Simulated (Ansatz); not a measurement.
BH$_{5}$O$_{2}$Si (`OB(O)[SiH3]`), charge 0, multiplicity 1.

Task: Give a relaxed structure at PBE0-D4/def2-TZVP (Ansatz). (An estimate is asked.)

Result: The calculation gave: 
```xyz
9

O    -0.856    1.136   -0.981
B    -0.391   -0.022   -0.431
O    -0.777   -1.267   -0.832
Si    0.967    0.093    1.078
H    -1.494    1.035   -1.694
H    -1.418   -1.300   -1.550
H     1.255    1.502    1.456
H     0.467   -0.624    2.284
H     2.247   -0.552    0.671
```
Point group Cs.
This is one stationary point; other conformers may exist.
